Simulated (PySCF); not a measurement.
**[Zr(NH2)4] (charge 0, multiplicity 1)**

All values below come from TPSSh-D3(BJ)/def2-TZVP // PBE-D3(BJ)/def2-SVP (PySCF).

| Quantity | Value |
|---|---|
| HOMO | -5.93 eV |
| dipole moment | 0.01 D |
| HOMO–LUMO gap | 5.58 eV |
| LUMO | -0.35 eV |
| charge on the central atom (Mulliken) | 1.72 e |
| total energy | -271.1374 Ha |
| cost | around 9 core-minutes (rough) |

```xyz
13

Zr     0.1487    -0.0187     0.0756
N     -1.4948     1.2217     0.0575
H     -2.4875     0.9882    -0.0554
H     -1.4355     2.2251     0.2737
N     -0.4543    -1.9799     0.2495
H     -0.3955    -2.6110     1.0563
H     -0.7932    -2.5305    -0.5499
N      1.2031     0.1890    -1.6808
H      1.8724    -0.5168    -2.0138
H      1.1179     0.9033    -2.4123
N      1.3392     0.4953     1.6753
H      2.3535     0.6459     1.7112
H      0.9564     0.7461     2.5959
```
Charge 0, spin multiplicity 1.
